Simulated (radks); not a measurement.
Species: Xe. Configuration: [Xe] (the NIST ground configuration). Calculated with a radial shooting solver on a logarithmic mesh with Libxc functionals: non-relativistic Kohn-Sham, exchange-only LDA, spin-polarised, spherical densities, point nucleus; relativity is left out, which matters for an element this heavy.

Unscreened Slater integrals over Kohn-Sham orbitals (eV). They are taken over the spin-up orbitals.

\begin{tabular}{lr}
integral & value \\ \hline
F0(5p,5p) & 10.466 \\
F2(5p,5p) & 5.5099 \\
F0(5p,5s) & 11.386 \\
G1(5p,5s) & 7.5214 \\
F0(5p,4d) & 13.374 \\
F2(5p,4d) & 3.4150 \\
G1(5p,4d) & 0.96911 \\
G3(5p,4d) & 0.91744 \\
F0(5p,4p) & 13.519 \\
F2(5p,4p) & 3.0229 \\
G0(5p,4p) & 0.56512 \\
G2(5p,4p) & 0.72455 \\
F0(5s,5s) & 12.625 \\
F0(5s,4d) & 15.658 \\
G2(5s,4d) & 1.5878 \\
F0(5s,4p) & 15.879 \\
G1(5s,4p) & 1.0528 \\
F0(4d,4d) & 28.133 \\
F2(4d,4d) & 14.258 \\
F4(4d,4d) & 9.4803 \\
F0(4d,4p) & 29.634 \\
F2(4d,4p) & 15.150 \\
G1(4d,4p) & 19.295 \\
G3(4d,4p) & 12.000 \\
F0(4p,4p) & 31.409 \\
F2(4p,4p) & 16.491 \\
\end{tabular}
